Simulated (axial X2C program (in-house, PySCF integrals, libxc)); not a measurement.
# Potential curves of RbP⁻, scalar-relativistic

All values were computed with an axial X2C code built on PySCF integrals. Spin-free means the one-electron spin-free X2C Hamiltonian. Basis: Rb dyall-acv3z [13s14p9d4f1g], P dyall-av3z [9s8p3d2f] (cores contracted in-house); Gaussian nuclei, density fitting, unrestricted open shells. Masses: Rb 84.912 u, P 30.974 u.

State: M_S = 3/2, Λ = 0 (beyond evenly filled blocks: σα, π+α, π-α). Energies in cm⁻¹ from the fragments at the same level (Rb + P-). Fits are polynomials in 1 − R0/R over 0.85 to 1.23 times the lowest point R0.

```tsv
R (Å)	MP2	BHandHLYP
2.8997	-6552	-6281
3.0330	-7737	-7503
3.1330	-8236	-8029
3.2330	-8492	-8310
3.3330	-8567	-8410
3.4497	-8489	-8357
3.5663	-8288	-8179
3.7163	-7913	-7830
3.8996	-7358	-7304
4.1662	-6489	-6472
```

Correlated methods: 15 electrons correlated (number of frozen shells: Rb 3 s, 2 p, 1 d; P 2 s, 1 p), 281 virtual spin orbitals or spinors in MP2.

The state is one determinant whose occupation by symmetry is held fixed; it was picked as the lowest of a PBE0 search that is not exhaustive. De is counted from the lowest determinant-based energies of the atoms at the same level, without counterpoise correction. Other states lie close and PBE0, whose exact exchange favours high spin, may order them wrongly; the determinant shown need not be the ground state. The nearest other spin-free determinant of the search, M_S = 1/2, Λ = 0, lies 0.02 eV up at the distance of the search. The highest occupied level of some functionals is positive through self-interaction error; at Hartree–Fock it is bound. MP2 and coupled cluster on one determinant become unreliable at the stretched end.

(1) Fit the MP2 curve near its minimum: give the equilibrium distance, the harmonic wavenumber and the well depth.

(2) What are Re, ωe and De at the BHandHLYP level?

## Answers

(1) At MP2, spin-free: Re = 3.334 Å, ωe ≈ 140 cm⁻¹, De = 1.06 eV to Rb + P-; Be follows as 0.0668 cm⁻¹.

(2) At BHandHLYP, spin-free: Re = 3.352 Å, ωe ≈ 137 cm⁻¹, De = 1.04 eV to Rb + P-; Be follows as 0.0661 cm⁻¹.
